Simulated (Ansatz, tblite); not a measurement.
Removing and adding an electron: the cluster Bi3Te (the lowest doublet isomer of a short search). Total charge 0; doublet. Geometry: PBE-D4/def2-SVP. Ansatz, gas phase; energy differences of separate SCF runs; the oxidised species was run as a singlet alone; the reduced species was run as a singlet alone.

```xyz
4

Bi    1.5641   -0.3416   -0.6917
Bi   -0.4428    1.6711    0.2301
Bi    0.1365   -0.7520    1.9392
Te   -1.2578   -0.5775   -1.4776
```

In the def2 sets Bi, Te take a core potential; there is no spin–orbit coupling. The xTB rows come from tblite. Correlated methods freeze 16 core orbitals; core or outer-core shells of Bi, Te are correlated, in sets that lack core-valence functions. The rows differ in basis, and correlated rows in double-zeta sets carry the largest basis error. The structure comes from a short search, and lower isomers may exist.

```csv
level,−HOMO (eV),vertical IE (eV),−LUMO (eV),vertical EA (eV),HOMO–LUMO gap (eV),IE − EA (eV),remarks
PBE-D4/def2-TZVPD,4.13,–,3.37,1.38,0.76,–,HOMO above zero (-1 singlet)
r2SCAN-D4/def2-TZVPD,4.44,–,3.08,1.31,1.35,–,HOMO above zero (-1 singlet)
PBE0-D4/def2-TZVP,5.04,6.57,2.64,–,2.40,–,restricted SCF unstable in HF (+1 singlet)
PBE0-D4/def2-TZVPD,5.05,–,2.66,1.37,2.39,–,–
CCSD/def2-SVP,–,6.39,–,–,–,–,"large T1 (0.027) (+1 singlet), restricted SCF unstable (+1 singlet), spin-contaminated (⟨S²⟩ 1.06) (doublet)"
```

**Question.** Estimate the rows for GFN1-xTB, GFN2-xTB, PBE-D4/def2-TZVP, r2SCAN-D4/def2-TZVP, CCSD(T)/def2-SVP.

**Answer.** 
```
              level  −HOMO (eV)  vertical IE (eV)  −LUMO (eV)  vertical EA (eV)  HOMO–LUMO gap (eV)  IE − EA (eV)                                                                                                       remarks
           GFN1-xTB           –              9.12           –              3.89                   –          5.24                                                                                                             –
           GFN2-xTB           –             10.18           –              3.26                   –          6.91                                                                                                             –
   PBE-D4/def2-TZVP        4.11              6.37        3.35                 –                0.76             –                                                                    restricted SCF unstable in HF (+1 singlet)
r2SCAN-D4/def2-TZVP        4.42              6.59        3.07                 –                1.35             –                                                                    restricted SCF unstable in HF (+1 singlet)
   CCSD(T)/def2-SVP           –              6.26           –                 –                   –             –  large T1 (0.027) (+1 singlet), restricted SCF unstable (+1 singlet), spin-contaminated (⟨S²⟩ 1.06) (doublet)
```

Relaxing the oxidised species (PBE-D4/def2-SVP) changes its energy by -0.90 eV at PBE-D4/def2-TZVP, so the adiabatic ionisation energy to this nearest minimum is 5.47 eV. On the way Bi3–Te4 forms. At PBE0-D4/def2-TZVP it is 5.57 eV.  Run but left out: HF/def2-SVP, MP2/def2-SVP (doublet: ⟨S²⟩ 1.06, where a pure state has 0.75).   A HOMO above zero means that the electron is unbound at that level or that self-interaction error raises the level; the energy of removing that electron tells which. HOMO and LUMO are the levels of the spin that leaves or enters (xTB has no such levels and no spin-polarisation term). Other spin states of the ions may lie lower, which would lower the ionisation energy or raise the affinity. Raw xTB energy differences between charge states are shifted by several eV; the methods need an empirical correction for them.
